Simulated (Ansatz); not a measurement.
Consider the redistribution: `[Cl][Zr]([Cl])([Cl])[Cl]` + `C[NH][Al]([CH3])[Cl]` → `C[NH][Zr]([Cl])([Cl])[Cl]` + `[CH3][Al]([Cl])[Cl]`.

Program: Ansatz. Geometries: PBE0-D4/def2-TZVP. ΔE: electronic, gas phase. CBS: MP2 limit from def2 TZ/QZ plus the TZ coupled-cluster correction, frozen cores. DFT in def2-TZVPP. def2 core potentials past Kr. For Zr outer-core shells are correlated without core-valence functions, which leaves a few kJ/mol of doubt a bond. Each species was taken in one conformer, which may not be the lowest.

```
                    species  r2SCAN0-D4 energy (Eh)
 `[Cl][Zr]([Cl])([Cl])[Cl]`             -1888.10154
     `C[NH][Al]([CH3])[Cl]`              -837.84312
`C[NH][Zr]([Cl])([Cl])[Cl]`             -1523.11484
      `[CH3][Al]([Cl])[Cl]`             -1202.82770
```

(1) Work out ΔE.

Largest T1 diagnostic among the species: 0.015.

Answers

(1) ΔE = (-1523.11484) + (-1202.82770) − (-1888.10154) − (-837.84312) = 0.00212 Eh = +5.6 kJ/mol. CCSD(T)/CBS gives +3.9 kJ/mol.

At CCSD(T), def2-SVP lies −5.9 kJ/mol from the extrapolated value and def2-TZVPP −0.9 kJ/mol. Leaving LDA and LC-ωPBE aside and taking each functional with its dispersion term where it has one, the values, not all of them listed here, spread over 6.7 kJ/mol, from ωB97X-V to B97M-V.
